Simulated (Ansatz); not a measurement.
`BC([SiH3])Br`, charge 0, multiplicity 1.

Question: Give a relaxed structure at PBE0-D4/def2-TZVP (the Gaussian-basis code of Ansatz). (Estimate.)

Answer: The calculation gave: 
Z-matrix (Å, degrees):
```
C
Si 1 1.909
Br 1 1.953 2 105.4
B 1 1.529 2 106.7 3 -124.4
H 1 1.092 2 105.2 3 113.1
H 2 1.482 1 109.5 3 65.0
H 2 1.481 1 107.7 3 -55.2
H 2 1.487 1 109.5 3 -174.6
H 4 1.193 1 122.0 2 96.5
H 4 1.198 1 117.5 2 -78.6
```
This is one stationary point; other conformers may exist.
